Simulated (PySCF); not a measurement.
Job file and geometry (Å, from GFN2-xTB) of an NMR shielding run on SMILES F[C@@H]1C=C(C(F)(F)F)C[SiH2]1, C5H6F4Si, GIAO PBE0/pcSseg-1 NMR shielding, non-relativistic, gas phase in PySCF; density fitting, a coarse starting grid and PySCF grid level 2 are the driver's defaults:

```
$ OMP_NUM_THREADS=1 python probes_run.py task.json out

{"job": {"kind": "nmr", "xc": "PBE0", "basis": "pcSseg-1"}, "charge": 0, "multiplicity": 1}
F      2.262646    -1.814174    -0.385499
C      1.642190    -0.769022     0.283928
C      0.194358    -1.081163     0.497376
C     -0.684033    -0.142653     0.172157
C     -2.161506    -0.306703     0.357990
F     -2.830285    -0.203723    -0.805883
F     -2.675810     0.643821     1.163703
F     -2.509501    -1.483881     0.894208
C     -0.219575     1.158310    -0.412831
Si     1.649347     0.887443    -0.714796
H      2.153961    -0.712883     1.252741
H     -0.081309    -2.047523     0.890825
H     -0.793003     1.382856    -1.313448
H     -0.423037     1.969773     0.288356
H      2.482852     1.900198    -0.069788
H      1.985106     0.628269    -2.110450
```

Question: Write the output of this run.

Answer: 
```
coarse grid: 15120 points
cycle   1  E = -881.9566404381  dE =  1.528e+00  |g| = 9.802e-01  |ddm| = 3.757e+00
cycle   2  E = -881.7967614373  dE =  1.599e-01  |g| = 1.449e+00  |ddm| = 1.445e+00
cycle   3  E = -882.1187655147  dE = -3.220e-01  |g| = 9.492e-02  |ddm| = 9.229e-01
cycle   4  E = -882.1197833330  dE = -1.018e-03  |g| = 6.747e-02  |ddm| = 1.448e-01
cycle   5  E = -882.1208721973  dE = -1.089e-03  |g| = 1.480e-02  |ddm| = 7.019e-02
cycle   6  E = -882.1209194353  dE = -4.724e-05  |g| = 4.652e-03  |ddm| = 1.674e-02
cycle   7  E = -882.1209244349  dE = -5.000e-06  |g| = 8.236e-04  |ddm| = 5.160e-03
final grid: 146616 points
cycle   8  E = -882.2062499191  dE = -5.262e-05  |g| = 8.848e-03  |ddm| = 3.359e-02
cycle   9  E = -882.2062346513  dE =  1.527e-05  |g| = 1.290e-02  |ddm| = 1.891e-02
cycle  10  E = -882.2062666991  dE = -3.205e-05  |g| = 8.539e-04  |ddm| = 1.077e-02
cycle  11  E = -882.2062668114  dE = -1.123e-07  |g| = 3.497e-04  |ddm| = 9.725e-04
cycle  12  E = -882.2062668326  dE = -2.124e-08  |g| = 9.429e-05  |ddm| = 3.527e-04
cycle  13  E = -882.2062668342  dE = -1.515e-09  |g| = 4.360e-05  |ddm| = 1.170e-04
cycle  14  E = -882.2062668346  dE = -4.413e-10  |g| = 9.183e-06  |ddm| = 4.260e-05
converged SCF energy = -882.2062668346

GIAO shielding tensors (ppm)
atom      isotropic    diamagn.    paramagn.     s11        s22        s33       span
  0 F      413.155     471.637     -58.482    368.157    421.742    449.566     81.409
  1 C       92.461     249.271    -156.811     50.487     80.822    146.072     95.585
  2 C       41.414     252.897    -211.483    -59.640     45.622    138.261    197.901
  3 C       44.680     266.319    -221.639    -55.594     63.479    126.154    181.748
  4 C       54.656     240.638    -185.983     50.554     52.481     60.932     10.378
  5 F      256.763     472.902    -216.139    167.975    255.438    346.876    178.901
  6 F      250.654     472.910    -222.256    162.738    249.126    340.099    177.360
  7 F      264.587     472.955    -208.368    181.586    259.629    352.544    170.958
  8 C      173.207     250.583     -77.376    156.926    164.843    197.853     40.927
  9 Si     376.592     879.161    -502.569    333.532    379.525    416.719     83.188
 10 H       25.679      29.332      -3.653     22.639     26.768     27.629      4.990
 11 H       24.672      32.214      -7.542     21.602     23.962     28.454      6.852
 12 H       29.627      29.996      -0.369     24.214     29.074     35.594     11.380
 13 H       29.864      29.962      -0.098     24.567     28.736     36.289     11.722
 14 H       27.113      28.031      -0.919     23.779     24.750     32.809      9.030
 15 H       27.157      28.050      -0.893     24.118     24.885     32.468      8.350
```

Question: Turn these shieldings into chemical shifts. Chemical shifts δ = σref − σ; CFCl3 for ¹⁹F (170.95 ppm); ¹³C (186.93 ppm) and ²⁹Si (349.16 ppm) and ¹H (31.72 ppm) against TMS, all at this level.

Answer: Averaging equivalent atoms: F 5/6/7: -86.4; F 0: -242.2; C 2: 145.5; C 3: 142.2; C 4: 132.3; C 1: 94.5; C 8: 13.7; Si 9: -27.4; H 11: 7.04; H 10: 6.04; H 14: 4.60; H 15: 4.56; H 12: 2.09; H 13: 1.85 ppm. Unscaled 19F shifts against computed CFCl3 carry errors that often reach 10 to 50 ppm.

Size and cost of the density-fitted run: 207 basis functions, 84 s wall time on 1 thread of an Arm Neoverse N1, shared host; peak memory 0.92 GiB.
